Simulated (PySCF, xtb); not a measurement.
C2H8N2Si2, SMILES CC1=N[Si@@H](N)[SiH2]1.

xtb 6.7.1 with GFN2-xTB at its own geometry gives an orbital gap of 2.25 eV and a dipole moment of 1.56 D.

Geometry optimised at TPSSh-D3(BJ)/def2-SVP. The structure was generated by enumeration; whether it is a known compound was not checked. Other conformers were not sampled.

### Question
What does PBE/def2-TZVP (PySCF) give? (Estimate from the structure and the level; the computed values follow.)

### Answer
gap 3.29 eV (levels -5.10 and -1.81 eV), dipole 0.99 D.
